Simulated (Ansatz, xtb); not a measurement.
**Relaxing a trial structure of BFGeSi**

The starting geometry of this gas-phase singlet has its atoms placed at random.

```xyz
4

B    -1.4384    0.9712   -0.7297
F    -1.4895   -0.5936   -0.2054
Ge   -0.0702   -1.3821    0.7249
Si    1.0682    1.2114   -0.7201
```

Question: One run relaxed it with r2SCAN-D4/def2-SVP. What is a likely outcome?

Answer: It ends as a structure given below by its coordinates. Contacts that open: F2–Ge3 (1.87 → 3.20 Å). Contacts that close: B1–F2 (1.65 → 1.30 Å), B1–Ge3 (3.09 → 2.33 Å), B1–Si4 (2.52 → 1.85 Å), Ge3–Si4 (3.18 → 2.27 Å).

The energy falls by 6.22 eV over 11 steps:

```csv
step,E − E(last) (eV)
1,6.219
2,4.226
3,2.540
4,1.379
5,0.783
7,0.165
8,0.010
9,0.001
10,0.000
11,0.000
```

Final geometry (Å):

```xyz
4

B    -1.0098    0.2818   -0.4827
F    -2.2451   -0.1138   -0.5154
Ge    0.6286   -0.9582    0.6052
Si    0.6964    0.9971   -0.5373
```

From the same start GFN2-xTB ends elsewhere, differing in B1–Ge3 (2.99 against 2.33 Å here).

From so rough a start the end depends on the optimiser's path, so another program may land elsewhere. The end wasn't checked by frequencies. Run with Ansatz 0.2.0, 59 s on 1 thread of Intel(R) Xeon(R) Processor @ 2.50GHz (Skylake/Cascade Lake) (shared host).
